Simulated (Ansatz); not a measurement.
Molecule: CrO3 (charge 0, singlet). SMILES: [O]=[Cr](=[O])=[O]
Coordinates optimised at B3LYP-D3(BJ)/def2-TZVP (Ansatz, a quantum-chemistry and plane-wave program):
```xyz
4

Cr    -0.0939     0.0805     0.1164
O     -0.9681    -1.1914    -0.2050
O      0.0022     1.1476    -1.0401
O      1.2477    -0.1977     0.8960
```
Charge 0, spin multiplicity 1.

CCSD(T) with Ansatz in growing basis sets, 24 correlated electrons. Valence correlation only, unless marked. UHF or UKS for open shells. Spin-orbit coupling is left out. Frozen are the shells of the preceding noble gas and the d and f shells that filled before the atom's block. Non-relativistic. Costs are ratios of core time to the smallest set, on shared machines of one kind, and rough; they hold the program's checks for lower states.

| basis | functions | cost over smallest | E(corr) (Eh) | electronic atomisation energy (kcal/mol) |
|---|---|---|---|---|
| def2-SVPD | 103 | 1× | -1.0460 | 292.7 |
| def2-TZVPPD | 187 | 4× | -1.2049 | 315.6 |

Formally CCSD grows as o²v⁴ and (T) as o³v⁴; with o = 12 and v going from 79 to 163 both grow 18-fold in the last step, while integrals and the mean field grow more slowly. That step adds 158.9 mEh of correlation energy and 22.8 kcal/mol to the atomisation energy.
